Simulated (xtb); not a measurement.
hexafluoropropylene oxide (C₃F₆O), SMILES FC(F)(F)C1(F)OC1(F)F. All values are semi-empirical tight-binding results from xtb (GFN2-xTB unless named), good for trends rather than for accurate numbers. The structure is a stationary point at GFN2-xTB.

```
Quantity                                        Value
--------------------------------------  -------------
orbital gap                                   8.94 eV
dipole moment                                  0.34 D
zero-point energy                       22.6 kcal/mol
G − E(el) at 298.15 K (modified RRHO)    1.1 kcal/mol
static polarisability (D4 model)           48.0 bohr³
solvation energy, GFN2-xTB/ALPB(water)   2.1 kcal/mol
solvation energy, GFN2-xTB/ALPB(thf)    -0.7 kcal/mol
```

Q: Give the IR lines (harmonic; lines under 4 % of the strongest left out, lines within 3 cm⁻¹ merged). (Estimate from the structure and the level; the computed values follow.)

A: ν (cm⁻¹): 446 (w), 573 (w), 647 (m), 713 (w), 1007 (m), 1095 (vs), 1102 (m), 1122 (s), 1142 (m), 1190 (vs), 1231 (w), 1493 (s) (against the strongest line: vs over 80 %, s over 45 %, m over 15 %, w over 4 %, vw less)
